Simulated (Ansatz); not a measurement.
Sn₄H₂ (the lowest singlet isomer of a short search). Charge 0, multiplicity 1. Geometry PBE0-D4/def2-SVP, basis def2-TZVP, Ansatz.

```xyz
6

Sn   -0.6280    2.1526    1.6153
Sn   -0.9075   -0.6639    1.1416
Sn    1.2712    0.9605   -0.1762
Sn    1.1236   -1.9393   -0.5295
H     0.0849   -1.6980   -1.9523
H    -0.9442    1.1880   -0.0989
```

```tsv
run	HOMO (eV)	LUMO (eV)
A	-4.93	-3.20
B	-5.13	-3.46
C	-5.66	-2.56
D	-5.31	-2.91
E	-5.13	-3.15
```

In the def2 sets Sn takes a core potential; there is no spin–orbit coupling. HSE06 is defined as in plane-wave codes, on full-range PBE exchange. The structure comes from a short search, and lower isomers may exist.

Question: The runs used HSE06, LDA (SPW92), PBE, PBE0, r2SCAN. Estimate which is which.

Answer: A PBE (0 % exact exchange); B LDA (SPW92) (0 % exact exchange); C PBE0 (25 % exact exchange); D HSE06 (range-separated); E r2SCAN (0 % exact exchange). Exact exchange lowers occupied and raises empty levels; among semilocal functionals meta-GGAs tend to open the gap a little, and such runs are hard to tell apart. The gap grows from 1.68 eV (LDA (SPW92)) to 3.11 eV (PBE0).
